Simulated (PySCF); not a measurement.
## Stationary points of LaH₃

These are results of PBE0/[La def2-TZVP with ECP46, H def2-TZVP], scalar-relativistic core potentials, density fitting, no spin–orbit coupling, PySCF, not measurements.

Relaxations began from a few typed shapes. The search is not exhaustive: other isomers or separated fragments can lie lower, and high-lying points may rest on an excited occupation.

```csv
spin,group,bonds,angles,imaginary modes (cm⁻¹),ΔE (kJ/mol),ΔE with ZPE (kJ/mol)
singlet,C3v,La–H 2.116 Å (×3),H–La–H 110.8° (×3),none,0.0,0.0
singlet,D3h,La–H 2.130 Å (×3),H–La–H 120.0° (×3),281i,8.1,–
```

The lowest minimum found is the singlet C3v: La–H 2.116 Å (×3); H–La–H 110.8° (×3).

Formally La is in oxidation state +3, with 0 electrons left for the f, d and s shells; the Mulliken f population is 0.05.

For the lowest minimum: stability towards spin polarisation was not tested.
